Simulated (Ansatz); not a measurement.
`CN([SiH3])[SiH2]F` and `CN([SiH3])[SiH3]` differ in one atom or group.

Ansatz, PBE0-D4/def2-TZVP geometries, multiplicity 1. Each molecule was computed in one conformer, which needn't be the lowest.

```csv
property,`CN([SiH3])[SiH2]F`
LUMO energy (ωB97M-V/def2-TZVPP) / eV,1.87
HOMO energy (B3LYP/def2-TZVPP) / eV,-7.36
HOMO energy (PBE/def2-TZVPP) / eV,-6.27
zero-point energy (PBE0-D4/def2-TZVP) / kJ/mol,237.0
HOMO–LUMO gap (PBE/def2-TZVPP) / eV,5.62
size of the dipole moment (PBE/def2-TZVPP) / D,1.65
```

(1) What does the change do to each property? (Estimate.)

Results:

(1) Computed: 
```
                                      property  `CN([SiH3])[SiH3]`  shift
         LUMO energy (ωB97M-V/def2-TZVPP) / eV                1.76  -0.11
           HOMO energy (B3LYP/def2-TZVPP) / eV               -6.87   0.49
             HOMO energy (PBE/def2-TZVPP) / eV               -5.80   0.47
zero-point energy (PBE0-D4/def2-TZVP) / kJ/mol               247.8   10.8
           HOMO–LUMO gap (PBE/def2-TZVPP) / eV                5.03  -0.59
size of the dipole moment (PBE/def2-TZVPP) / D                0.89  -0.76
```

With PBE0 the HOMO rises by 0.51 eV and the LUMO falls by 0.12 eV, so the gap narrows by about 0.63 eV. PBE moves the HOMO by 0.47 eV and ωB97M-V by 0.52 eV. Dipoles are sizes alone; their direction can turn.

Positive LUMOs are unbound, so they and the gaps depend on the basis.

B3LYP here is the variant with VWN-RPA as its local correlation; programs differ in this.
